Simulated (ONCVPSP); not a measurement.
Potentials for copper (Cu) compared

Generated with ld1.x 7.5 (TM, RRKJ, ultrasoft, PAW), atompaw 4.2 or ONCVPSP 4.0.1. The cutoff is in Ry: for ld1.x and atompaw files where the sum of valence levels is converged to 10 mRy in a Bessel basis, for ONCV files where the hardest occupied wave has 1 mHa per electron of residual kinetic energy. The error is the largest all-electron minus pseudo excitation energy over each file’s own four to seven test configurations (ionisations up to +4, promotions, holes and added fractions of an electron), all of which were solved. The labels leave out finer settings (local radius, basis sizes, second energies), which also bear on the numbers. Spin-polarised tests are not counted. The rows are a selection from randomly drawn settings: files with unsolved tests, undetermined cutoffs or missed reference levels are left out.

A true bound ghost makes a file unfit for plane-wave use even where its test errors are small: the radial tests pick states by their node count and pass the ghost by.

```tsv
potential	cutoff (Ry)	largest error (meV)	bound ghosts
ONCV, Wu-Cohen, scalar-relativistic, rc 1.15/1.20/1.25 (spd), local s, core correction yes, reference 3s2 3p6 3d10 4p1, qcut 12.1/13.5/14.1, projectors 0/2/1	142	+596	none
ONCV, LDA (Perdew-Wang 92), fully relativistic, rc 1.05/0.75/1.05 (spd), local smoothed, core correction yes, reference 3s2 3p6 3d9 4s2, qcut 8.3/12.7/13.4, projectors 3/1/2	157	+11	none
ONCV, PBEsol, scalar-relativistic, rc 1.05/1.05/1.05 (spd), local smoothed, core correction yes, reference 3s2 3p6 3d9 4s2, qcut 10.7/15.9/17, projectors 2/1/1	200	-13	none
ONCV, PBE, fully relativistic, rc 0.85/0.85/1.60 (spd), local smoothed, core correction yes, reference 3s2 3p6 3d9, qcut 13.9/19.9/9.1, projectors 2/1/2	231	+159	none
ONCV, LDA (Perdew-Wang 92), scalar-relativistic, rc 3.20/3.15/1.25/2.55 (spdf), local d, core correction yes, reference 3d10 4p1, qcut 1.8/2.2/14.5/4.6, projectors 2/2/0/1	146	-95	s, p
```

(1) Fill in the row for Cu: ONCV, PBE, scalar-relativistic, rc 2.20/1.95/1.30/1.70 (spdf), local smoothed, core correction yes, reference 3d9 4s2, qcut 3/4.5/12.7/6.3, projectors 2/2/2/2.

(2) Fill in the row for Cu: ONCV, LDA (Perdew-Wang 92), scalar-relativistic, rc 2.20/2.25/0.80 (spd), local smoothed, core correction yes, reference 3d9 4s2, qcut 2.5/4.1/17.4, projectors 2/2/2.

Results:

(1) cutoff 131 Ry, largest error -514 meV, bound ghosts: s, f.

(2) cutoff 254 Ry, largest error -131 meV, bound ghosts: s.
